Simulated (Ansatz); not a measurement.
C3H9AlSi can be A, `C=[CH][Al]([CH3])[SiH3]`, or B, `CC1[CH2][AlH][SiH2]1`.

Program: Ansatz. Geometries: PBE0-D4/def2-TZVP. ΔE: electronic, gas phase. CBS: MP2 limit from def2 TZ/QZ plus the TZ coupled-cluster correction, frozen cores. DFT in def2-TZVPP. B3LYP here is the variant with VWN-RPA as its local correlation; programs differ in this. Each species was taken in one conformer, which may not be the lowest.

**Question.** Which isomer does CCSD(T)/CBS put lower? Give the gap. (Best estimate.)

**Answer.** Ansatz gave: A, by 7.1 kcal/mol.

**Question.** Give E(B) − E(A) in kcal/mol with PBE0-D4, CCSD(T)/def2-TZVPP, PBE-D4, CCSD/def2-TZVPP, B3LYP-D4, r2SCAN-D4, B3LYP. (An estimate is asked.)

**Answer.** Computed: PBE0-D4 3.0, CCSD(T)/def2-TZVPP 7.4, PBE-D4 4.2, CCSD/def2-TZVPP 7.9, B3LYP-D4 9.6, r2SCAN-D4 6.2, B3LYP 11.6. None reverses the order clearly.

Largest T1 diagnostic: 0.012.

From PBE to PBE0 (25 % exact exchange), in def2-TZVPP and without D4, E(B) − E(A) moves by −1.5 kcal/mol. The D4 term adds −2.0 kcal/mol with B3LYP and −0.9 kcal/mol with PBE0; it sums over pairs of atoms, weighted by their polarisabilities, and B3LYP, whose exchange is more repulsive, gets the larger term.
